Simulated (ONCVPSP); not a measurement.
## Potentials for rhenium compared

Generated with ld1.x 7.5 (TM, RRKJ, ultrasoft, PAW), atompaw 4.2 or ONCVPSP 4.0.1. The cutoff is in Ry: for ld1.x and atompaw files where the sum of valence levels is converged to 10 mRy in a Bessel basis, for ONCV files where the hardest occupied wave has 1 mHa per electron of residual kinetic energy. The error is the largest all-electron minus pseudo excitation energy over each file’s own four to seven test configurations (ionisations up to +4, promotions, holes and added fractions of an electron), all of which were solved. The labels leave out finer settings (local radius, basis sizes, second energies), which also bear on the numbers. Spin-polarised tests are not counted. The rows are a selection from randomly drawn settings: files with unsolved tests, undetermined cutoffs or missed reference levels are left out.

A true bound ghost makes a file unfit for plane-wave use even where its test errors are small: the radial tests pick states by their node count and pass the ghost by.

| potential | cutoff (Ry) | largest error (meV) | bound ghosts |
| --- | --- | --- | --- |
| ONCV, PBEsol, fully relativistic, rc 1.55/1.15/1.90 (spd), local smoothed, core correction yes, reference 5s2 5p6 5d5.5 6s1.5, qcut 6.4/7.2/5.9, projectors 2/1/3 | 228 | +198 | s |
| ONCV, PBEsol, scalar-relativistic, rc 1.90/1.60/1.50/0.90 (spdf), local smoothed, core correction no, reference 4f14 5s2 5p6 5d5 6s1, qcut 8.1/7.7/5.4/22.9, projectors 2/1/3/3 | 414 | +187 | none |
| ONCV, PBE, scalar-relativistic, rc 1.65/1.45/1.80 (spd), local smoothed, core correction yes, reference 5s2 5p6 5d5 6s2, qcut 6.2/7.3/5.1, projectors 2/2/1 | 56 | -15 | none |
| ONCV, PBE, non-relativistic, rc 1.70/1.80/1.55 (spd), local d, core correction yes, reference 5s2 5p6 5d5 6s1 6p1, qcut 5.8/6.4/7.3, projectors 3/2/0 | 31 | -183 | none |
| ONCV, PBEsol, scalar-relativistic, rc 1.80/1.15/2.00/0.70 (spdf), local smoothed, core correction yes, reference 4f14 5s2 5p6 5d5 6s2, qcut 7.5/8/8.4/27.8, projectors 2/2/3/2 | 588 | -16 | s, p |
| ONCV, PBE, fully relativistic, rc 1.55/1.90/1.80 (spd), local smoothed, core correction yes, reference 5s2 5p6 5d5 6s2, qcut 8/6.3/6.3, projectors 3/2/2 | 48 | +8.3 | none |

(1) Fill in the row for Re: ONCV, LDA (Perdew-Wang 92), fully relativistic, rc 1.55/1.80/1.80 (spd), local smoothed, core correction no, reference 5s2 5p6 5d5 6s1.5 6p0.5, qcut 7.9/8.7/4.5, projectors 2/2/3.

## Answers

(1) cutoff 107 Ry, largest error +2.2 meV, bound ghosts: none.
